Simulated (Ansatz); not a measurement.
Cartesian coordinates in Å:
```
C 3.1819 -0.5789 0.7591
Si 1.5456 -0.5094 -0.1586
C 1.2158 -2.1903 -0.9241
C 1.6835 0.7747 -1.5210
C 0.1838 -0.0842 1.0611
Si -1.4957 0.4865 0.4471
C -1.3965 2.2734 -0.1162
C -2.1144 -0.5756 -0.9718
C -2.7290 0.3694 1.8575
H 3.4276 0.3911 1.2002
H 4.0007 -0.8580 0.0900
H 3.1473 -1.3128 1.5690
H 2.0258 -2.4701 -1.6035
H 1.1478 -2.9638 -0.1540
H 0.2836 -2.2032 -1.4931
H 0.7868 0.8049 -2.1451
H 1.8403 1.7761 -1.1111
H 2.5317 0.5465 -2.1728
H 0.0329 -0.9701 1.6917
H 0.5602 0.6987 1.7326
H -0.7089 2.3985 -0.9555
H -2.3795 2.6328 -0.4332
H -1.0535 2.9208 0.6958
H -1.4785 -0.4854 -1.8562
H -3.1250 -0.2723 -1.2597
H -2.1522 -1.6320 -0.6926
H -2.4068 0.9704 2.7124
H -3.7168 0.7258 1.5518
H -2.8384 -0.6634 2.2001
```

Charge 0, multiplicity 1.

(1) List the PBE0/def2-TZVPP orbital energies in eV (the Gaussian-basis code of Ansatz). (Estimate.)

Answers

(1) Computed: Occupied: -1801.74, -1801.74, -277.37, -277.37, -277.32, -277.32, -277.31, -277.31, -277.22, -144.05, -144.05, -98.70, -98.70, -98.70, -98.70, -98.70, -98.70, -20.33, -19.82, -18.98, -18.94, -18.84, -18.83, -18.60, -12.97, -12.56, -11.84, -11.78, -11.57, -11.43, -11.31, -11.27, -11.10, -10.86, -10.71, -10.70, -10.57, -10.53, -10.53, -9.19, -8.52, -8.34, -8.27, -8.05, -7.72. Lowest empty: 0.71, 1.47, 1.76, 1.84, 2.16, 2.25, 2.31, 2.33.
